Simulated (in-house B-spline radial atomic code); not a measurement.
# OEP/ALDAx excitations of Se VII (Se6+)

Method: OEP/ALDAx. Computed with a B-spline radial code for spherical atoms: linear response of the closed shell [Ar] 3d10 with the adiabatic LDA exchange kernel on the exchange-only optimised effective potential; scalar-relativistic (spin-free one-electron X2C), finite nucleus, no spin-orbit coupling, no double excitations, S, P, D and F terms only. Only terms of natural parity with L up to 3 were computed.

Command:
```bash
python run_td.py task.json out
```
Settings (radii: box in bohr, nucleus in fm):
```
Z                        34
electrons                28
configuration            [Ar] 3d10
hamiltonian              x2c
method                   oep
box_radius               14.35
rms_radius               4.14
intervals                103
```

Cost of the run: 2.2 s on 1 thread of Arm Neoverse N1, on a shared host.

The lowest states, in the order of their Tamm-Dancoff energies; the method's threshold (minus the highest occupied level) is 157.50 eV. Labels give the largest channel, * marks a mixed state, and oscillator strengths are full-response dipole values. Semilocal kernels can invert the small singlet-triplet splittings of Rydberg terms. Energies in eV:

| state | full response | Tamm-Dancoff | oscillator strength |
| --- | --- | --- | --- |
| 3d → 4s 3D | 54.13 | 54.14 | - |
| 3d → 4s 1D | 55.01 | 55.02 | - |
| 3d → 4p 3P | 69.77 | 69.79 | - |
| 3d → 4p 3F | 70.16 | 70.17 | - |
| 3d → 4p 1F | 70.81 | 70.81 | - |
| 3d → 4p 1P | 72.00 | 72.09 | 0.576 |
| 3d → 4d 3S | ? | ? | - |
| 3d → 4d 3D | ? | ? | - |
| 3d → 4d 1D | 95.24 | 95.26 | - |
| 3d → 4d 1S | 101.03 | 101.87 | - |

(1) Where does 3d → 4d 3S lie?

(2) Where does 3d → 4d 3D lie?

(3) How large is the singlet-triplet splitting of 3d → 4s (D terms) in Tamm-Dancoff?

(4) What polarisabilities and dispersion coefficient does the method give?

Answers

(1) At 92.94 eV in full response, 92.99 eV in Tamm-Dancoff.

(2) At 94.36 eV in full response, 94.37 eV in Tamm-Dancoff.

(3) 0.879 eV, from the unrounded values.

(4) Dipole 0.3644 bohr³, quadrupole 0.3302 bohr⁵, C6 0.5288 hartree·bohr⁶ for two such species.
